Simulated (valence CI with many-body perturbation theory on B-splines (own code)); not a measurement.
Pb LXXVII: calculated level list

Level of theory: valence CI with perturbative core correlation (CI+MBPT): four valence electrons over a frozen Dirac-Fock core [He], a basis of 11 s, 11 p, 10 d, 8 f, 5 g, 2 h functions for each j, with the one-electron correlation potential Σ1, the two-electron term Σ2, the three-electron term Σ3, Breit, model QED; selected CI, second order for the rest, scaled by the run's own slope (own B-spline code, finite nucleus).

The last digits are not significant, and no measured levels were compared; by estimate large intervals hold to a few tenths of a per cent, small ones and those within an open d or f shell to about a per cent. Among the levels kept, up to 1200 cm⁻¹ of a level comes from second order outside the variational space, and about a tenth of that is noise between levels of different J, which matters for small intervals.

Levels 91 to 135 of 188, with energies above the lowest level, (2s^2 2p1/2^2) J=0. "Leading %" is the weight of the configuration and term that name the level; weights of strongly mixed levels are sums over their largest components and can fall short. In the jj column 3d3/2^4 stands for four electrons in 3d with j = 3/2. Lifetimes count E1, E2, E3, M1 and M2 decay at the calculated energies, and are blank where another channel may lead or the interval is too uncertain; long ones can be off by a factor of two.

| No. | Configuration | Term | J | E (eV) | Leading % | Second component | g | Lifetime | Leading jj |
| --- | --- | --- | --- | --- | --- | --- | --- | --- | --- |
| 91 | 2s 2p2 3d | 3G | 4 | 16820 | 34 | 20 % 2s 2p2 3d 1G | 1.114 | 13.9 fs | 2s 2p1/2 2p3/2 3d3/2 (99 %) |
| 92 | 2s 2p2 3d | 3D | 3 | 16829 | 33 | 28 % 2s 2p2 3d 3F | 1.221 | 384 as | 2s 2p1/2 2p3/2 3d3/2 (99 %) |
| 93 | 2s 2p2 3p | 3P° | 0 | 16836 | 79 | 20 % 2s 2p2 3p 1S° |  | 19.3 fs | 2s 2p1/2 2p3/2 3p3/2 (100 %) |
| 94 | 2s 2p2 3d | 3D | 2 | 16838 | 35 | 18 % 2s 2p2 3d 5P | 1.292 | 335 as | 2s 2p1/2 2p3/2 3d3/2 (100 %) |
| 95 | 2s 2p2 3p | 1D° | 2 | 16840 | 43 | 21 % 2s 2p2 3p 3D° | 1.085 | 2.79 fs | 2s 2p1/2 2p3/2 3p3/2 (99 %) |
| 96 | 2s 2p2 3p | 3S° | 1 | 16841 | 33 | 25 % 2s 2p2 3p 3D° | 1.369 | 2.54 fs | 2s 2p1/2 2p3/2 3p3/2 (99 %) |
| 97 | 2s 2p2 3d | 3P | 1 | 16849 | 34 | 30 % 2s 2p2 3d 5P | 1.720 | 321 as | 2s 2p1/2 2p3/2 3d3/2 (99 %) |
| 98 | 2s 2p2 3p | 3P° | 1 | 16849 | 49 | 27 % 2s 2p2 3p 1P° | 1.175 | 11.2 fs | 2s 2p1/2 2p3/2 3p3/2 (99 %) |
| 99 | 2s 2p2 3d | 3F | 2 | 16899 | 69 | 8 % 2s 2p2 3d 3P | 0.836 | 2.92 fs | 2s 2p1/2 2p3/2 3d3/2 (97 %) |
| 100 | 2s 2p2 3d | 3G | 3 | 16904 | 48 | 25 % 2s 2p2 3d 1F | 0.878 | 4.78 fs | 2s 2p1/2 2p3/2 3d3/2 (100 %) |
| 101 | 2s 2p2 3d | 3D | 1 | 16909 | 36 | 24 % 2s 2p2 3d 1P | 0.677 | 1.25 fs | 2s 2p1/2 2p3/2 3d3/2 (97 %) |
| 102 | 2s 2p2 3d | 3D | 1 | 16930 | 51 | 19 % 2s 2p2 3d 3P | 0.896 | 337 as | 2s 2p1/2 2p3/2 3d3/2 (97 %) |
| 103 | 2s 2p2 3d | 3F | 2 | 16930 | 32 | 20 % 2s 2p2 3d 1D | 0.971 | 326 as | 2s 2p1/2 2p3/2 3d3/2 (98 %) |
| 104 | 2s 2p2 3d | 5D | 4 | 16937 | 44 | 37 % 2s 2p2 3d 5F | 1.360 | 16.3 fs | 2s 2p1/2 2p3/2 3d5/2 (100 %) |
| 105 | 2s 2p2 3d | 3P | 0 | 16941 | 80 | 20 % 2s 2p2 3d 1S |  | 270 as | 2s 2p1/2 2p3/2 3d3/2 (99 %) |
| 106 | 2s 2p2 3d | 3P | 2 | 16968 | 30 | 21 % 2s 2p2 3d 3F | 1.310 | 478 as | 2s 2p1/2 2p3/2 3d5/2 (97 %) |
| 107 | 2s 2p2 3d | 3F | 3 | 16972 | 40 | 32 % 2s 2p2 3d 5P | 1.295 | 310 as | 2s 2p1/2 2p3/2 3d5/2 (99 %) |
| 108 | 2s 2p2 3d | 3G | 5 | 16979 | 64 | 36 % 2s 2p2 3d 5F | 1.237 | 2.86 ps | 2s 2p1/2 2p3/2 3d5/2 (100 %) |
| 109 | 2s 2p2 3d | 3D | 1 | 16994 | 50 | 25 % 2s 2p2 3d 3P | 1.013 | 416 as | 2s 2p1/2 2p3/2 3d5/2 (96 %) |
| 110 | 2s 2p2 3d | 3D | 3 | 17008 | 59 | 19 % 2s 2p2 3d 1F | 1.242 | 439 as | 2s 2p1/2 2p3/2 3d5/2 (99 %) |
| 111 | 2s 2p2 3d | 3F | 4 | 17012 | 59 | 21 % 2s 2p2 3d 1G | 1.197 | 334 as | 2s 2p1/2 2p3/2 3d5/2 (99 %) |
| 112 | 2s 2p2 3d | 1D | 2 | 17019 | 38 | 20 % 2s 2p2 3d 3P | 1.135 | 479 as | 2s 2p1/2 2p3/2 3d5/2 (97 %) |
| 113 | 2s 2p2 3d | 1P | 1 | 17033 | 44 | 29 % 2s 2p2 3d 3D | 0.987 | 428 as | 2s 2p1/2 2p3/2 3d5/2 (97 %) |
| 114 | 2s 2p2 3d | 3P | 0 | 17042 | 53 | 43 % 2s 2p2 3d 1S |  | 399 as | 2s 2p1/2 2p3/2 3d5/2 (98 %) |
| 115 | 2s 2p2 3d | 3D | 3 | 17076 | 41 | 25 % 2s 2p2 3d 3F | 1.230 | 1.61 fs | 2s 2p1/2 2p3/2 3d5/2 (97 %) |
| 116 | 2s 2p2 3d | 3F | 4 | 17083 | 47 | 30 % 2s 2p2 3d 3G | 1.106 | 1.17 fs | 2s 2p1/2 2p3/2 3d5/2 (100 %) |
| 117 | 2s 2p2 3d | 3P | 2 | 17098 | 50 | 17 % 2s 2p2 3d 3D | 1.217 | 292 as | 2s 2p1/2 2p3/2 3d5/2 (98 %) |
| 118 | 2s 2p2 3d | 1F | 3 | 17099 | 43 | 32 % 2s 2p2 3d 3F | 1.063 | 299 as | 2s 2p1/2 2p3/2 3d5/2 (99 %) |
| 119 | 2s 2p2 3d | 3P | 1 | 17100 | 43 | 25 % 2s 2p2 3d 3S | 1.415 | 430 as | 2s 2p1/2 2p3/2 3d5/2 (100 %) |
| 120 | 2s 2p2 3d | 3D | 2 | 17104 | 42 | 27 % 2s 2p2 3d 1D | 1.110 | 414 as | 2s 2p1/2 2p3/2 3d5/2 (100 %) |
| 121 | 2p3 3p | 3D | 3 | 17161 | 49 | 23 % 2p3 3p 5P | 1.303 | 1.69 fs | 2p1/2^2 2p3/2 3p3/2 (95 %) |
| 122 | 2p3 3p | 3P | 1 | 17161 | 33 | 26 % 2p3 3p 1P | 1.312 | 1.57 fs | 2p1/2^2 2p3/2 3p3/2 (97 %) |
| 123 | 2p3 3p | 3P | 2 | 17195 | 44 | 16 % 2p3 3p 1D | 1.300 | 1.50 fs | 2p1/2^2 2p3/2 3p3/2 (97 %) |
| 124 | 2p3 3p | 3P | 0 | 17226 | 67 | 30 % 2p3 3p 1S |  | 1.67 fs | 2p1/2^2 2p3/2 3p3/2 (98 %) |
| 125 | 2p3 3d | 3D° | 2 | 17245 | 33 | 19 % 2p3 3d 3F° | 1.025 | 3.24 fs | 2p1/2^2 2p3/2 3d3/2 (99 %) |
| 126 | 2p3 3d | 3F° | 3 | 17254 | 27 | 22 % 2p3 3d 3G° | 1.051 | 7.36 fs | 2p1/2^2 2p3/2 3d3/2 (98 %) |
| 127 | 2p3 3d | 3D° | 1 | 17259 | 36 | 27 % 2p3 3d 3P° | 1.056 | 1.39 fs | 2p1/2^2 2p3/2 3d3/2 (99 %) |
| 128 | 2p3 3d | 3P° | 0 | 17265 | 65 | 24 % 2p3 3d 5D° |  | 14.5 fs | 2p1/2^2 2p3/2 3d3/2 (99 %) |
| 129 | 2p3 3d | 3F° | 4 | 17417 | 52 | 23 % 2p3 3d 5D° | 1.226 | 23.2 fs | 2p1/2^2 2p3/2 3d5/2 (99 %) |
| 130 | 2p3 3d | 3D° | 2 | 17431 | 33 | 21 % 2p3 3d 3P° | 1.207 | 584 as | 2p1/2^2 2p3/2 3d5/2 (99 %) |
| 131 | 2p3 3d | 3D° | 3 | 17449 | 48 | 15 % 2p3 3d 1F° | 1.203 | 264 as | 2p1/2^2 2p3/2 3d5/2 (98 %) |
| 132 | 2p3 3d | 3D° | 1 | 17465 | 31 | 29 % 2p3 3d 1P° | 1.082 | 390 as | 2p1/2^2 2p3/2 3d5/2 (99 %) |
| 133 | 2s2 2p 4s | 3P° | 0 | 17901 | 100 |  |  | 3.77 fs | 2s^2 2p1/2 4s (100 %) |
| 134 | 2s2 2p 4s | 3P° | 1 | 17903 | 67 | 33 % 2s2 2p 4s 1P° | 1.295 | 3.32 fs | 2s^2 2p1/2 4s (100 %) |
| 135 | 2s2 2p 4p | 3D | 1 | 17945 | 74 | 22 % 2s2 2p 4p 1P | 0.627 | 5.85 fs | 2s^2 2p1/2 4p1/2 (100 %) |
